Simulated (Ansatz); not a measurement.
Geometry optimisation, Ansatz, RHF/def2-SVP.

input.yaml

```yaml
crystal:
  periodic: [false, false, false]
  atoms:
    - { symbol: W, position_ang: [0.204611, 0.553557, -0.139051] }
    - { symbol: H, position_ang: [-0.104844, -0.006767, 2.724326] }
    - { symbol: H, position_ang: [1.427624, -0.448987, -0.604555] }
    - { symbol: Cl, position_ang: [-0.762735, 2.370707, -1.207134] }
    - { symbol: H, position_ang: [-1.098387, -0.042988, 0.726813] }
    - { symbol: H, position_ang: [-0.156648, -1.064083, -0.294065] }
    - { symbol: H, position_ang: [0.272341, 0.042859, -1.711362] }
    - { symbol: O, position_ang: [1.592568, 1.183702, 1.016333] }
    - { symbol: H, position_ang: [2.530682, 1.098756, 0.940068] }
    - { symbol: H, position_ang: [0.501288, 0.359444, 2.767027] }
basis:
  gaussian: { orbitals: def2-SVP }
hamiltonian:
  xc: hf
relax:
  f_tol: 0.03
  max_steps: 50
output:
  orbitals: {}
```

Command:

```bash
$ ansatz run input.yaml --threads 1 --pin off --max-ram 2048MiB --backend cpu --events-out ev --progress --plain --runs-dir out
```

**Question.** Where does it end, and by what steps?

**Answer.** It converged. The force dipped under the threshold on the way, but the program's further checks kept it going. After 48 steps the energy has fallen by 0.363 eV; H2 moved furthest, 2.13 Å.

```tsv
step	energy less start (eV)	largest force component (eV/Å)	accepted
0	0.0000	1.332	yes
2	-0.2518	0.223	yes
4	-0.3287	0.292	yes
6	-0.3458	0.115	yes
8	-0.3481	0.065	yes
10	-0.3503	0.113	yes
12	-0.3513	0.030	yes
14	-0.3499	0.281	no
16	-0.3522	0.127	yes
18	-0.3534	0.039	yes
20	-0.3555	0.108	yes
22	-0.3566	0.077	yes
24	-0.3580	0.027	yes
26	-0.3582	0.061	yes
28	-0.3590	0.086	yes
30	-0.3597	0.050	yes
32	-0.3599	0.197	no
34	-0.3608	0.089	yes
36	-0.3612	0.077	yes
38	-0.3616	0.096	yes
40	-0.3619	0.035	yes
42	-0.3622	0.038	yes
44	-0.3625	0.032	yes
46	-0.3627	0.042	yes
48	-0.3629	0.018	yes
```

```xyz
10
Properties=species:S:1:pos:R:3
W 0.129 0.475 -0.603
H 0.604 0.580 4.644
H 1.511 -0.317 -1.040
Cl -0.714 2.551 -1.227
H -1.239 -0.415 -0.198
H -0.048 -1.016 -1.328
H 0.568 0.484 -2.207
O 1.080 0.600 1.004
H 1.972 0.433 1.269
H 0.543 0.672 3.904
```

Run time: 120 s on 1 thread of Arm Neoverse V1, on a shared host, peak memory 0.18 GiB.
